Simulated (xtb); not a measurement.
H2AlO2 (SMILES [OH][Al+][OH]), charge +1, singlet, at a GFN2-xTB geometry (such geometries of metal compounds can be far from the true shape), atoms displaced at random by about 0.06 Å a coordinate; GFN2-xTB (xtb).

xtb was given this input:
```
$ xtb mol.xyz --gfn 2 --chrg 1 --uhf 0 --ohess --json

# file mol.xyz
5

Al    -0.01904814     0.03729800     0.02870539
O      1.29678164     0.09903821    -0.97585011
H      1.81419589     0.56547051    -1.52613120
O     -1.31544048    -0.34065510     0.87488071
H     -1.79013010    -0.04788555     1.69151250
```

### Question
Write the output that xtb gives for this input, abridged.

### Answer

```
   ID    Z sym.   atoms
    1   13 Al     1
    2    8 O      2, 4
    3    1 H      3, 5

           -------------------------------------------------
          |                Calculation Setup                |
           -------------------------------------------------

           -------------------------------------------------
          |                 G F N 2 - x T B                 |
           -------------------------------------------------

          ...................................................
          :                      SETUP                      :
          :.................................................:
          :  # basis functions                  20          :
          :  # atomic orbitals                  19          :
          :  # shells                            9          :
          :  # electrons                        16          :
          :  max. iterations                   250          :
          :  Hamiltonian                  GFN2-xTB          :
          :  restarted?                      false          :
          :  GBSA solvation                  false          :
          :  PC potential                    false          :
          :  electronic temp.          300.0000000     K    :
          :  accuracy                    1.0000000          :
          :  -> integral cutoff          0.2500000E+02      :
          :  -> integral neglect         0.1000000E-07      :
          :  -> SCF convergence          0.1000000E-05 Eh   :
          :  -> wf. convergence          0.1000000E-03 e    :
          :  Broyden damping             0.4000000          :
          :  net charge                          1          :
          :  unpaired electrons                  0          :
          ...................................................

 iter      E             dE          RMSdq      gap      omega  full diag
   1     -9.8847109 -0.988471E+01  0.275E+01    4.75       0.0  T
   2     -9.9256102 -0.408992E-01  0.175E+01    3.54       1.0  T
   3     -9.9269385 -0.132837E-02  0.260E+00    3.67       1.0  T
   4     -9.9298066 -0.286812E-02  0.740E-01    3.55       1.0  T
   5     -9.9299873 -0.180670E-03  0.431E-01    3.62       1.0  T
   6     -9.9301069 -0.119600E-03  0.134E-01    3.64       1.0  T
   7     -9.9301021  0.486042E-05  0.487E-02    3.62       1.0  T
   8     -9.9301072 -0.514800E-05  0.221E-02    3.65       2.0  T
   9     -9.9301090 -0.181282E-05  0.808E-03    3.64       5.5  T
  10     -9.9301090 -0.361105E-08  0.145E-03    3.64      30.8  T
  11     -9.9301090 -0.314098E-08  0.596E-04    3.64      75.1  T
  12     -9.9301090  0.252534E-09  0.217E-04    3.64     206.5  T

   *** convergence criteria satisfied after 12 iterations ***

         :::::::::::::::::::::::::::::::::::::::::::::::::::::
         ::                     SUMMARY                     ::
         :::::::::::::::::::::::::::::::::::::::::::::::::::::
         :: total energy              -9.843030886700 Eh    ::
         :: gradient norm              0.151023169904 Eh/a0 ::
         :: HOMO-LUMO gap              3.641095678066 eV    ::
         ::.................................................::
         :: SCC energy                -9.930109332855 Eh    ::
         :: -> isotropic ES            0.175815568013 Eh    ::
         :: -> anisotropic ES         -0.011520646861 Eh    ::
         :: -> anisotropic XC         -0.013355734333 Eh    ::
         :: -> dispersion             -0.001189485675 Eh    ::
         :: repulsion energy           0.087078446155 Eh    ::
         :: add. restraining           0.000000000000 Eh    ::
         :: total charge               1.000000000000 e     ::
         :::::::::::::::::::::::::::::::::::::::::::::::::::::

      -----------------------------------------------------------
     |                   =====================                   |
     |                        A N C O P T                        |
     |                   =====================                   |
     |               Approximate Normal Coordinate               |
     |                Rational Function Optimizer                |
      -----------------------------------------------------------
      -----------------------------------------------------------
     |                   =====================                   |
     |                        A N C O P T                        |
     |                   =====================                   |
     |               Approximate Normal Coordinate               |
     |                Rational Function Optimizer                |
      -----------------------------------------------------------

          ...................................................
          :                      SETUP                      :
          :.................................................:
          :   optimization level            normal          :
          :   max. optcycles                   200          :
          :   ANC micro-cycles                  20          :
          :   degrees of freedom                 9          :
          :.................................................:
          :   RF solver                   davidson          :
          :   write xtbopt.log                true          :
          :   linear?                        false          :
          :   energy convergence         0.5000000E-05 Eh   :
          :   grad. convergence          0.1000000E-02 Eh/α :
          :   maxmium RF displ.          1.0000000          :
          :   Hlow (freq-cutoff)         0.1000000E-01      :
          :   Hmax (freq-cutoff)         5.0000000          :
          :   S6 in model hess.         20.0000000          :
          ...................................................

generating ANC from exact Hessian ...
Using Lindh-Hessian (1995)
 Shifting diagonal of input Hessian by    9.7856680077510350E-003
 Lowest  eigenvalues of input Hessian
[...]
 * total energy  :    -9.8502154 Eh     change       -0.7184551E-02 Eh
 * total energy  :    -9.8511992 Eh     change       -0.9837760E-03 Eh
 * total energy  :    -9.8509796 Eh     change        0.2195961E-03 Eh
 * total energy  :    -9.8515221 Eh     change       -0.5424332E-03 Eh
 * total energy  :    -9.8516118 Eh     change       -0.8974047E-04 Eh
 * total energy  :    -9.8517626 Eh     change       -0.1507826E-03 Eh
 * total energy  :    -9.8518157 Eh     change       -0.5315500E-04 Eh
 * total energy  :    -9.8518784 Eh     change       -0.6263035E-04 Eh
 * total energy  :    -9.8519222 Eh     change       -0.4387592E-04 Eh
 * total energy  :    -9.8519574 Eh     change       -0.3517441E-04 Eh
 * total energy  :    -9.8519687 Eh     change       -0.1124735E-04 Eh
 * total energy  :    -9.8519732 Eh     change       -0.4495486E-05 Eh
   *** GEOMETRY OPTIMIZATION CONVERGED AFTER 13 ITERATIONS ***
         :: total energy              -9.851973152389 Eh    ::
[...]

 Mol. C6AA /au·bohr⁶  :        528.456632
 Mol. C8AA /au·bohr⁸  :      30537.622891
 Mol. α(0) /au        :         48.161887

Wiberg/Mayer (AO) data.
largest (>0.10) Wiberg bond orders for each atom

 ---------------------------------------------------------------------------
     #   Z sym  total        # sym  WBO       # sym  WBO       # sym  WBO
 ---------------------------------------------------------------------------
     1  13 Al   3.549 --     2 O    1.727     4 O    1.727
     2   8 O    2.565 --     1 Al   1.727     3 H    0.744
     3   1 H    0.800 --     2 O    0.744
     4   8 O    2.565 --     1 Al   1.727     5 H    0.744
     5   1 H    0.800 --     4 O    0.744
 ---------------------------------------------------------------------------

Topologies differ in total number of bonds
Writing topology from bond orders to xtbtopo.mol

molecular dipole:
                 x           y           z       tot (Debye)
 q only:        0.003       0.550       0.127
   full:        0.006       0.639       0.147       1.666
molecular quadrupole (traceless):
                xx          xy          yy          xz          yz          zz
 q only:        5.445       2.030      -6.771     -10.605      -1.593       1.326
  q+dip:        6.211       2.331      -7.764     -12.169      -1.834       1.553
   full:        3.482       1.486      -4.524      -7.658      -1.092       1.043

           -------------------------------------------------
          |               Frequency Printout                |
           -------------------------------------------------
 projected vibrational frequencies (cm⁻¹)
eigval :       -0.00    -0.00    -0.00     0.00     0.00     0.00
eigval :      155.66   276.05   283.65   312.36   396.16   771.37
eigval :     1166.79  3470.90  3487.16
 reduced masses (amu)
   1: 12.75   2: 15.35   3: 19.55   4: 19.33   5:  9.27   6: 19.85   7:  3.07   8: 20.19
   9: 16.68  10:  3.16  11:  3.78  12: 14.63  13: 21.53  14:  1.93  15:  1.94
 IR intensities (km·mol⁻¹)
   1:107.26   2:  5.07   3: 15.08   4: 18.92   5:311.10   6: 40.70   7:  7.90   8:  8.89
   9:  5.17  10: 14.74  11:386.04  12:  3.56  13: 86.03  14:685.95  15: 96.43
 Raman intensities (Ä⁴*amu⁻¹)
   1:  0.00   2:  0.00   3:  0.00   4:  0.00   5:  0.00   6:  0.00   7:  0.00   8:  0.00
   9:  0.00  10:  0.00  11:  0.00  12:  0.00  13:  0.00  14:  0.00  15:  0.00
 output can be read by thermo (or use thermo option).
 writing <g98.out> molden fake output.
 recommended (thermochemical) frequency scaling factor: 1.0
           -------------------------------------------------
          |             Thermodynamic Functions             |
           -------------------------------------------------

c2v symmetry found (for desy threshold:  0.10E+00) used in thermo

          ...................................................
          :                      SETUP                      :
          :.................................................:
          :  # frequencies                           9      :
          :  # imaginary freq.                       0      :
          :  linear?                             false      :
          :  only rotor calc.                    false      :
          :  symmetry                              c2v      :
          :  rotational number                       2      :
          :  scaling factor                  1.0000000      :
          :  rotor cutoff                   50.0000000 cm⁻¹ :
          :  imag. cutoff                  -20.0000000 cm⁻¹ :
          :.................................................:

    mode    ω/cm⁻¹     T·S(HO)/kcal·mol⁻¹    T·S(FR)/kcal·mol⁻¹   T·S(vib)
   ------------------------------------------------------------------------
       1    155.66    -0.77576 ( 98.95%)    -0.71963 (  1.05%)    -0.77517
       2    276.05    -0.46452 ( 99.89%)    -0.55011 (  0.11%)    -0.46461
       3    283.65    -0.45066 ( 99.90%)    -0.54208 (  0.10%)    -0.45075
   ------------------------------------------------------------------------

   temp. (K)  partition function   enthalpy   heat capacity  entropy
                                   cal/mol     cal/K/mol   cal/K/mol   J/K/mol
 298.15  VIB   5.35                 1474.533      9.362      8.277
         ROT  0.216E+04              888.752      2.981     18.242
         INT  0.116E+05             2363.285     12.343     26.519
         TR   0.461E+27             1481.254      4.968     38.227
         TOT                        3844.5394    17.3110    64.7460   270.8972

       T/K    H(0)-H(T)+PV         H(T)/Eh          T*S/Eh         G(T)/Eh
   ------------------------------------------------------------------------
    298.15    0.612666E-02    0.296376E-01    0.307629E-01   -0.112532E-02
   ------------------------------------------------------------------------

         :::::::::::::::::::::::::::::::::::::::::::::::::::::
         ::                  THERMODYNAMIC                  ::
         :::::::::::::::::::::::::::::::::::::::::::::::::::::
         :: total free energy          -9.853098472898 Eh   ::
         ::.................................................::
         :: total energy               -9.851973152389 Eh   ::
         :: zero point energy           0.023510921168 Eh   ::
         :: G(RRHO) w/o ZPVE           -0.024636241678 Eh   ::
         :: G(RRHO) contrib.           -0.001125320510 Eh   ::
         :::::::::::::::::::::::::::::::::::::::::::::::::::::

optimized geometry written to: xtbopt.xyz

           -------------------------------------------------
          | TOTAL ENERGY               -9.851973152389 Eh   |
          | TOTAL ENTHALPY             -9.822335567758 Eh   |
          | TOTAL FREE ENERGY          -9.853098472898 Eh   |
          | GRADIENT NORM               0.000710639918 Eh/α |
          | HOMO-LUMO GAP               3.615464526962 eV   |
           -------------------------------------------------

normal termination of xtb
```
